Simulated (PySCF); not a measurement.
# Functional dependence of a UV spectrum

Compound: p-cresol, C7H8O.
Geometry (PBE0-D3(BJ)/def2-SVP, Å), atoms numbered from 1 in this order:
```xyz
16
C7H8O angstrom
C     -2.389   -0.095    0.345
C     -0.901   -0.166    0.158
C     -0.025    0.488    1.029
C      1.355    0.451    0.842
C      1.898   -0.253   -0.236
O      3.227   -0.327   -0.467
C      1.039   -0.918   -1.115
C     -0.336   -0.869   -0.914
H     -2.887   -1.000   -0.032
H     -2.657    0.021    1.406
H     -2.821    0.764   -0.196
H     -0.428    1.043    1.882
H      2.017    0.970    1.542
H      3.693    0.171    0.213
H      1.470   -1.471   -1.952
H     -0.991   -1.398   -1.611
```

Linear-response calculations in the def2-SVPD basis (PySCF; singlets by full response, triplets Tamm–Dancoff, core orbitals frozen in the response; HF means time-dependent Hartree–Fock). 'Strongest' is the level of largest summed f among the singlets computed (10 roots, of which the last may lack a degenerate partner); it can jump between rows when another state enters that window. S1 is the lowest singlet of each run and needn't be the same state throughout; f(S1) is that of one state. Geometry: PBE0-D3(BJ)/def2-SVP, one conformer, isolated molecule.

```csv
functional,kind,S1 (eV),f(S1),strongest (eV),T1 (eV),HOMO (eV),gap (eV),"ionisation energy, ΔSCF (eV)"
LDA,LDA,4.60,0.030,6.56,3.84,-5.48,4.06,8.25
PBE,GGA,4.64,0.029,6.58,3.81,-5.29,4.12,8.03
B3LYP,"global hybrid, 20% exact exchange",4.89,0.033,6.74,3.97,-6.11,5.61,8.14
PBE0,"global hybrid, 25% exact exchange",4.98,0.035,6.85,3.93,-6.31,6.01,8.15
BHandHLYP,"global hybrid, 50% exact exchange",5.19,0.040,6.99,3.86,-7.16,7.83,8.07
CAM-B3LYP,range-separated hybrid,5.02,0.036,6.88,3.94,-7.50,8.25,8.21
wB97X-D,range-separated hybrid,5.04,0.036,6.92,4.06,-8.05,9.47,8.19
LC-wPBE,range-separated hybrid,5.11,0.036,7.05,3.82,-8.73,10.52,8.31
HF,Hartree–Fock,5.49,0.049,7.36,3.35,-8.31,10.91,not settled
```

S1 runs from 4.60 eV (LDA) to 5.49 eV (HF), a spread of 0.89 eV, while the orbital gap spreads over 6.9 eV. Along PBE (0%), B3LYP (20%), PBE0 (25%), BHandHLYP (50%), HF (100%) S1 rises with the share of exact exchange. −ε(HOMO) comes closest to its own ΔSCF ionisation energy with wB97X-D (-0.14 eV) and misses most with LDA (-2.77 eV). 'Not settled' means that the ion's SCF failed to converge or may have ended in another state than the lowest.
